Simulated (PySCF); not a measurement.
# Correlation energy of Se²⁺ (selenium, charge +2)

[Ar] 3d10 4s2 4p2, high-spin 3P determinant. All numbers are calculated (PySCF 2.14, the spin-free X2C one-electron Hamiltonian (Gaussian nucleus), in Sapporo-DKH3-DZP-2012). Frozen: [Ar] 3d10; 4 electrons correlated.

MP2 pair energies summed by pair of shells (mhartree):

| pair | energy | share (%) |
| --- | --- | --- |
| 4s-4p | -27.30 | 61.6 |
| 4s-4s | -12.40 | 28.0 |
| 4p-4p | -4.64 | 10.5 |

Total MP2 correlation energy: -44.34 mhartree.

Same-spin part -7.29 and opposite-spin part -37.05 mhartree; SCS-MP2 scales them by 1/3 and 6/5 to -46.89 mhartree.

```json
{"level": "CCSD", "correlation energy (mhartree)": "-60.59"}
{"level": "(T)", "correlation energy (mhartree)": "-0.64"}
{"level": "CCSD(T)", "correlation energy (mhartree)": "-61.23"}
```

Diagnostics: T1 = 0.0059, D1 = 0.0166, largest double amplitude 0.094.

Task: Is a single reference adequate?

Result: Mostly. T1 lies below 0.03, but a double amplitude of this size points to a near-degeneracy that CCSD handles and MP2 describes poorly.
